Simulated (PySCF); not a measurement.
## Molecular orbitals of WF

PBE0 at R = 1.897 Å; PySCF, scalar-relativistic core potentials, basis sets W cc-pVDZ-PP with ECP60, F cc-pVDZ. State: ⁶Σ⁺ (sextet), unpaired electrons σ ↑, π ↑↑, δ ↑↑. Only the outer orbitals are listed, counted within each symmetry, core potentials removing the inner ones.

```
spin  orbital  occ.  ε (eV)  on W (%)  main shells (%)
   α       5σ     1  -11.94        18   80 F p, 12 W d
   α       2π     1  -11.33        15   84 F p, 14 W d
   α       2π     1  -11.33        15   84 F p, 14 W d
   α       6σ     1   -6.81       100   80 W s, 18 W d
   α       1δ     1   -6.39       100          100 W d
   α       1δ     1   -6.39       100          100 W d
   α       3π     1   -5.81        89   84 W d, 11 F p
   α       3π     1   -5.81        89   84 W d, 11 F p
   α       7σ     0   -2.06        93   50 W d, 37 W p
   α       4π     0   -0.70        97           93 W p
   α       4π     0   -0.70        97           93 W p
   β       5σ     1  -11.83        14    84 F p, 9 W d
   β       2π     1  -10.76         8           92 F p
   β       2π     1  -10.76         8           92 F p
   β       6σ     0   -2.26       100           90 W s
   β       1δ     0   -0.39       100          100 W d
   β       1δ     0   -0.39       100          100 W d
```

Task: Which are the highest filled and the lowest empty level, where do they sit, and how wide is the gap?

Result: Highest filled α 3π at -5.81 eV (in %: 84 W d, 11 F p); lowest empty β 6σ at -2.26 eV (in %: 90 W s); the gap at PBE0 is 3.55 eV.

- bond order (Mayer): 1.13
- ⟨S²⟩: 8.756
- charge on W (Mulliken, basis-dependent): 0.34
- charge on W (Löwdin, basis-dependent): 0.26
- dipole moment (positive dipole means W(−)F(+)): -2.72 D
- polarisability along the bond: 45.4 bohr³
- polarisability across the bond: 52.3 bohr³

Spin–orbit coupling is left out. With d or f electrons several states lie close, and the lowest PBE0 determinant need not be the measured ground state.
